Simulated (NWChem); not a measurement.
# C₂H₆BO₂ cation

```xyz
11

C      0.1334    -2.6273     0.0651
O     -0.1390    -1.2356    -0.1403
B     -0.1036     0.0002    -0.0014
O     -0.1455     1.2360     0.1364
C      0.1364     2.6270    -0.0615
H      1.2045    -2.7933    -0.0986
H     -0.1589    -2.8835     1.0901
H     -0.4661    -3.1821    -0.6645
H     -0.6386     3.1896     0.4699
H      1.1279     2.8339     0.3575
H      0.1058     2.8340    -1.1375
```
Atoms are numbered in this order, from 1.

Computed with NWChem. Pople sets run with spherical d functions. Geometry: optimised at PBE0/def2-SVP. Vertical excitations in the gas phase; the lowest state need not have the same character in each row.

Problem. Order these by “lowest excitation, singlet (eV)”, lowest first: BHandHLYP/6-31G*, full TDDFT; B3LYP/6-31G*, full TDDFT; PBE/6-31G*, full TDDFT.

Solution. PBE/6-31G*, full TDDFT (7.81), B3LYP/6-31G*, full TDDFT (8.53), BHandHLYP/6-31G*, full TDDFT (9.39)
